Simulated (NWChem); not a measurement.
System: TaNH2OCl2; SMILES [NH2][Ta](=[O])([Cl])[Cl]

```xyz
7

Ta    -0.1798     0.0531     0.0000
O     -1.0811     1.5026     0.0000
Cl     1.0814    -0.0969    -1.9425
Cl     1.0814    -0.0969     1.9425
N     -1.5747    -1.3087     0.0000
H     -2.5753    -1.1258     0.0000
H     -1.3963    -2.3121     0.0000
```
Atoms are numbered in this order, from 1.

All runs: NWChem. Medium grid unless said otherwise, to which SCAN and Minnesota functionals are sensitive. Structure relaxed at the PBE0/def2-SVP level. Not confirmed as a minimum by frequencies. def2 effective core potentials on Ta; no spin-orbit coupling.

Order these by “dipole (D)”, lowest first: MN15/def2-SVP; M05-2X/def2-SVP; N12/def2-SVP.

N12/def2-SVP (3.72), MN15/def2-SVP (3.78), M05-2X/def2-SVP (3.84)
